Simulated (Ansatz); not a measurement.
The cluster Mg2Se2⁻ (the lowest doublet isomer of a short search), 4 atoms. Hardware: 4 threads of Arm Neoverse V1 on a shared host.

Correlated methods freeze 20 core orbitals; core or outer-core shells of Mg, Se are correlated, in sets that lack core-valence functions.

Question: How many basis functions does each of these Ansatz runs have, and roughly what does it cost? CCSD(T)/def2-SVPD, charge -1 doublet, energy, from earlier orbitals; r2SCAN-D4/def2-TZVPD, charge -1 quartet, energy, from earlier orbitals; ωB97X-V/def2-TZVPD, charge -1 quartet, energy, from earlier orbitals; r2SCAN-D4/def2-TZVPD, charge 0 singlet at the geometry of the charge -1 doublet, energy, from earlier orbitals; CCSD(T)/def2-SVPD, charge 0 singlet at the geometry of the charge -1 doublet, energy, from earlier orbitals; ωB97X-V/def2-TZVPD, charge -1 doublet, energy, from earlier orbitals; BLYP-D4/def2-TZVPD, charge -1 doublet, energy, from earlier orbitals; r2SCANh-D4/def2-TZVPD, charge -1 quartet, energy, from earlier orbitals; RPA@PBE/def2-TZVPD, charge -1 doublet, energy, from earlier orbitals; LDA (SPW92)/def2-TZVPD, charge -1 quartet, energy, from earlier orbitals; PBE0-D4/def2-SVPD, charge -1 doublet, energy, from earlier orbitals; MP2/def2-TZVPD, charge -1 quartet, energy, from earlier orbitals.

Answer: Other jobs shared the machine, so times can vary by a factor of up to 3. A dash marks memory too small to be measured apart from the calling script's.

```json
{"run": "LDA (SPW92)/def2-TZVPD, charge -1 quartet, energy, from earlier orbitals", "functions": "184", "fitting or Cholesky vectors": "1462", "wall time": "2.3 s", "peak host memory (GiB)": "–"}
{"run": "PBE0-D4/def2-SVPD, charge -1 doublet, energy, from earlier orbitals", "functions": "124", "fitting or Cholesky vectors": "1092", "wall time": "4 s", "peak host memory (GiB)": "–"}
{"run": "r2SCAN-D4/def2-TZVPD, charge 0 singlet at the geometry of the charge -1 doublet, energy, from earlier orbitals", "functions": "184", "fitting or Cholesky vectors": "1462", "wall time": "4.9 s", "peak host memory (GiB)": "–"}
{"run": "BLYP-D4/def2-TZVPD, charge -1 doublet, energy, from earlier orbitals", "functions": "184", "fitting or Cholesky vectors": "1462", "wall time": "5.5 s", "peak host memory (GiB)": "–"}
{"run": "RPA@PBE/def2-TZVPD, charge -1 doublet, energy, from earlier orbitals", "functions": "184", "fitting or Cholesky vectors": "1336", "wall time": "7.5 s", "peak host memory (GiB)": "0.55"}
{"run": "r2SCAN-D4/def2-TZVPD, charge -1 quartet, energy, from earlier orbitals", "functions": "184", "fitting or Cholesky vectors": "1462", "wall time": "12 s", "peak host memory (GiB)": "–"}
{"run": "MP2/def2-TZVPD, charge -1 quartet, energy, from earlier orbitals", "functions": "184", "fitting or Cholesky vectors": "1336", "wall time": "13 s", "peak host memory (GiB)": "0.64"}
{"run": "r2SCANh-D4/def2-TZVPD, charge -1 quartet, energy, from earlier orbitals", "functions": "184", "fitting or Cholesky vectors": "1336", "wall time": "13 s", "peak host memory (GiB)": "0.76"}
{"run": "CCSD(T)/def2-SVPD, charge 0 singlet at the geometry of the charge -1 doublet, energy, from earlier orbitals", "functions": "124", "fitting or Cholesky vectors": "1092", "wall time": "19 s", "peak host memory (GiB)": "0.75"}
{"run": "ωB97X-V/def2-TZVPD, charge -1 quartet, energy, from earlier orbitals", "functions": "184", "fitting or Cholesky vectors": "1336", "wall time": "20 s", "peak host memory (GiB)": "1"}
{"run": "ωB97X-V/def2-TZVPD, charge -1 doublet, energy, from earlier orbitals", "functions": "184", "fitting or Cholesky vectors": "1336", "wall time": "31 s", "peak host memory (GiB)": "1.2"}
{"run": "CCSD(T)/def2-SVPD, charge -1 doublet, energy, from earlier orbitals", "functions": "124", "fitting or Cholesky vectors": "1092", "wall time": "96 s", "peak host memory (GiB)": "1.9"}
```
